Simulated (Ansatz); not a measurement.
ClH7N2Si2, SMILES `N[SiH](Cl)N[SiH3]`, relaxed with RKS PBE0-D4/def2-TZVP in Ansatz 0.2.0 from a PBE-D4/def2-SVP geometry. The force threshold is 0.005 eV/Å; the program also tests the step.

The species carries charge 0 and has multiplicity 1.

Start:

```xyz
12

N    -0.531   -2.245    0.544
Si    0.560   -0.914    0.389
Cl    1.117    0.045    2.173
N    -0.251    0.287   -0.569
Si   -0.098    2.036   -0.691
H    -1.448   -2.084    0.970
H    -0.153   -3.152    0.829
H     1.833   -1.484   -0.161
H    -0.825   -0.145   -1.304
H     0.416    2.569    0.611
H     0.835    2.470   -1.795
H    -1.454    2.616   -0.997
```

How much energy does the relaxation release, and in how many steps? (An estimate is asked.)

Computed: 0.11 eV, in 22 steps, 1 of them rejected.

Which bonds change most? (An estimate is asked.)

Ansatz gave: Si2–N4 from 1.738 to 1.706 Å; N1–Si2 from 1.728 to 1.698 Å; Si2–Cl3 from 2.101 to 2.073 Å; Si5–H11 from 1.509 to 1.484 Å.

Give the relaxed structure. (An estimate is asked.)

Computed: 
```xyz
12

N    -0.498   -2.159    0.735
Si    0.562   -0.952    0.184
Cl    1.607    0.079    1.647
N    -0.329    0.265   -0.614
Si   -0.141    1.990   -0.576
H    -1.293   -1.926    1.308
H    -0.143   -3.078    0.947
H     1.595   -1.644   -0.616
H    -1.042   -0.075   -1.244
H    -0.559    2.579    0.722
H     1.262    2.395   -0.843
H    -1.020    2.526   -1.648
```
